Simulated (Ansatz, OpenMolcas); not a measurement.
## Predicting a hybrid from its neighbours: TiO2 (titanium dioxide)

The species is TiO2 (3 atoms), meant as a singlet with charge 0. SMILES: `[O]=[Ti]=[O]`. The coordinates come from a PBE0-D4/def2-TZVP relaxation.

The vertical energy of the triplet above the singlet y, in eV, basis aug-cc-pVDZ; a is the functional's share of exact exchange. Programs: Ansatz 0.2.0, OpenMolcas 26.06.

| functional | program | a | y (eV) |
| --- | --- | --- | --- |
| revPBE | Ansatz | 0 | 2.45 |
| PBE | Ansatz | 0 | 2.45 |
| B3LYP | OpenMolcas | 0.2 | ? |
| PBE0 | Ansatz | 0.25 | 2.37 |
| BHLYP | OpenMolcas | 0.5 | 2.06 |

Fit y = c + s·a to the known rows and predict B3LYP.


1. Means of the 4 rows: a = 0.1875, y = 2.333.
2. Σ(Δa)² = 0.17188, Σ(Δa·Δy) = -0.12688, so the slope is -0.12688/0.17188 = -0.73819.
3. Intercept: 2.333 − (-0.73819) × 0.1875 = 2.471. The largest residual of the fit is 0.084.
4. B3LYP: 2.471 + (-0.73819) × 0.2 = 2.32 eV.

The run gave 2.33 eV, so the prediction is off by -0.01 eV, within the scatter of the fit. Exact exchange favours the state with more unpaired electrons.
